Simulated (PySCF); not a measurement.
# Static response to an electric field

C6H10NSi (charge +1).
Cartesian coordinates in Å at the GFN2-xTB level; atoms count from 1:
```xyz
18
C6H10NSi angstrom
Si    -2.4942   -0.4771   -1.0386
C     -1.5799    0.6334    0.3086
C     -0.1639    0.3479    0.2958
C      0.3925   -0.6771    1.0892
C      1.7302   -0.9527    1.0314
N      2.5358   -0.2546    0.2119
C      2.0550    0.7257   -0.5728
C      0.7249    1.0410   -0.5523
H     -2.2022   -1.8588   -0.6612
H     -3.8951   -0.1018   -0.9267
H     -1.8705   -0.1288   -2.3138
H     -2.0361    0.3920    1.2644
H     -1.7907    1.6666    0.0479
H     -0.2401   -1.2409    1.7559
H      2.1842   -1.7229    1.6357
H      3.5278   -0.4668    0.1913
H      2.7590    1.2472   -1.2030
H      0.3545    1.8339   -1.1821
```

Level: PBE0/def2-SVPD (PySCF), static field, nuclei fixed, core orbitals frozen in the response. The polarisability tensor in these axes (au):

```
x   133.50  -1.51   6.47
y    -1.51  82.07 -12.44
z     6.47 -12.44  81.95
```

Question: What are the eigenvalues, a third of the trace, and Δα (Δα² = ½Σ(αi − αj)² over the three pairs)?

Answer: Principal values 69.38, 93.66 and 134.49 au; mean 99.17 au = 14.70 Å³ = 16.35 × 10⁻⁴⁰ C²·m²/J; Δα = 56.99 au (57 % of the mean).

Question: Traceless (Buckingham) quadrupole moment about the centre of nuclear charge: eigenvalues?

Answer: -22.55, -5.36, 27.91 D·Å. The values depend on the origin, since the species is charged. The electronic extent ⟨r²⟩ about the same centre is 1306 bohr², a root-mean-square distance of 2.35 Å for the 66 electrons.

Question: Rayleigh depolarisation ratio (linearly polarised light, static tensor)?

Answer: ρ = 3Δα²/(45ᾱ² + 4Δα²) = 9743.6/(442605 + 12991.5) = 0.0214.

Question: Form Σ f/ω² (atomic units) for the 6 lowest TDDFT singlets, given as eV and f, and set it beside the mean polarisability, which is this sum over all singlets: 5.13, 0.3361; 5.44, 0.0095; 5.94, 0.0157; 6.16, 0.1340; 6.17, 0.0048; 6.83, 0.2544.

Answer: They add up to 16.77 au, 16.9 % of the 99.17 au; the largest single term is 9.46 au, from the state at 5.13 eV. Terms in order: 9.46, 0.24, 0.33, 2.62, 0.09, 4.03 au. Higher excitations give the rest. The strengths listed sum to 0.755.

One conformer (not necessarily the lowest) at the GFN2-xTB geometry, without solvent, vibrations or thermal averaging.
